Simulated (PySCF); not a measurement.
Species: sum formula SiNHBr₃, net charge -1, singlet state. It need not be the lowest isomer of its formula. Whether it binds its extra electron was not tested at this geometry. SMILES: Br[Si]([NH-])(Br)Br
Geometry from a B3LYP-D3(BJ)/def2-TZVP (Ansatz) optimisation:
```xyz
6

Si     0.7253     0.0875    -0.1876
Br     0.2241    -0.5071     2.0142
Br    -0.3496    -1.5194    -1.3879
Br    -0.6978     1.9247    -0.4159
N      2.2608     0.2060    -0.6515
H      2.8354     0.8949    -0.1800
```
Charge -1, spin multiplicity 1.

Dispersion corrections to the total energy (kcal/mol) from the dftd3 and dftd4 libraries through PySCF: D3(BJ) without and D4 with the three-body term, each with the damping fitted for the functional named.

```csv
functional,D3(BJ),D4
CAM-B3LYP,-6.12,-6.40
TPSSh,-7.60,-8.50
BP86,-12.08,-10.21
PW6B95,-4.56,(withheld)
B2GP-PLYP,-7.51,(withheld)
PBE0,-5.65,-6.05
HSE06,-5.19,(withheld)
```

**Question.** Some entries are withheld; supply them.

**Answer.** 
- PW6B95, D4: -5.07
- B2GP-PLYP, D4: -3.08
- HSE06, D4: -5.78
